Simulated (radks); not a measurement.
The numbers below are computed, except where a source is named.
Q: Coherent X-ray form factor from a spherical all-electron density. Code: a radial shooting solver on a logarithmic mesh with Libxc functionals. Model: scalar-relativistic Kohn-Sham, r2SCAN, spin-polarised, spherical densities, finite nucleus; meta-GGA in the generalised Kohn-Sham scheme; Fermi nuclear charge, rms radius of each element as measured or else 0.836 A^(1/3) + 0.57 fm.

sin(theta)/lambda (1/angstrom)  f0 (electrons)
0.05                                    73.590
0.1                                     72.392
0.15                                    70.498
0.2                                     68.045
0.25                                    65.192
0.3                                     62.103
0.4                                     55.783
0.5                                     49.913
0.6                                     44.828
0.8                                     36.832
1                                       30.722
1.25                                    24.735
1.5                                     20.361
2                                       15.429

The species is in the configuration that NIST lists as its ground one. Which atom or ion scatters so?

A: The bismuth ion Bi9+, [Xe] 4f14 5d6. Extrapolating in s^2 from the first two rows gives f0(0) = 74.0, near the electron count 74; among species with that count, the fall with angle is slower the higher Z, and the table is that of Z = 83; from so few rows the species is fixed only to a neighbour or two.
